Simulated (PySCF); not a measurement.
TeClF5.
Bonds: Te1–Cl2, Te1–F3, Te1–F4, Te1–F5, Te1–F6, Te1–F7.

A GFN2-xTB structure was refined with PBE0-D3(BJ)/def2-SVP geometry optimisation, gas phase, def2 core potentials past Kr in PySCF 2.14.0. Its GFN2-xTB values:

```csv
coordinate,GFN2-xTB
Te1–Cl2,2.257 Å
Te1–F3,1.931 Å
Te1–F4,1.960 Å
Te1–F6,2.011 Å
Cl2–Te1–F3,173.3°
Cl2–Te1–F4,98.0°
F3–Te1–F4,87.5°
F3–Te1–F5,79.8°
F4–Te1–F5,166.8°
F4–Te1–F6,89.0°
```

**Question.** How do these coordinates change at the PBE0-D3(BJ)/def2-SVP level?

**Answer.** 
```json
{"coordinate": "Te1–F6", "PBE0-D3(BJ)/def2-SVP (Å or °)": "1.884", "change": "-0.127"}
{"coordinate": "Te1–F4", "PBE0-D3(BJ)/def2-SVP (Å or °)": "1.885", "change": "-0.075"}
{"coordinate": "Te1–F3", "PBE0-D3(BJ)/def2-SVP (Å or °)": "1.875", "change": "-0.056"}
{"coordinate": "Te1–Cl2", "PBE0-D3(BJ)/def2-SVP (Å or °)": "2.300", "change": "+0.043"}
{"coordinate": "F4–Te1–F5", "PBE0-D3(BJ)/def2-SVP (Å or °)": "176.9", "change": "+10.1"}
{"coordinate": "F3–Te1–F5", "PBE0-D3(BJ)/def2-SVP (Å or °)": "88.3", "change": "+8.5"}
{"coordinate": "Cl2–Te1–F3", "PBE0-D3(BJ)/def2-SVP (Å or °)": "179.9", "change": "+6.6"}
{"coordinate": "Cl2–Te1–F4", "PBE0-D3(BJ)/def2-SVP (Å or °)": "91.6", "change": "-6.4"}
{"coordinate": "F3–Te1–F4", "PBE0-D3(BJ)/def2-SVP (Å or °)": "88.6", "change": "+1.1"}
{"coordinate": "F4–Te1–F6", "PBE0-D3(BJ)/def2-SVP (Å or °)": "89.9", "change": "+0.9"}
```

The energy falls by 16.5 kcal/mol over 9 energy and gradient evaluations, the largest force component goes from 0.0878 to 3.2e-04 Eh/bohr, and the atoms move by 0.091 Å rms after alignment. The bond that changes most is Te1–F6 (ends: tellurium bonded to Cl and 5 F; fluorine bonded to Te), which shortens by 0.127 Å. Bonds longer at the end by more than 0.005 Å: 2 of 6; shorter: 4. Rotational constants go from 1761, 1299, 1277 to 1874, 1329, 1328 MHz.

The run used 114 basis functions and 72 SCF cycles in all.

Whether it is a minimum is left open (no frequencies).
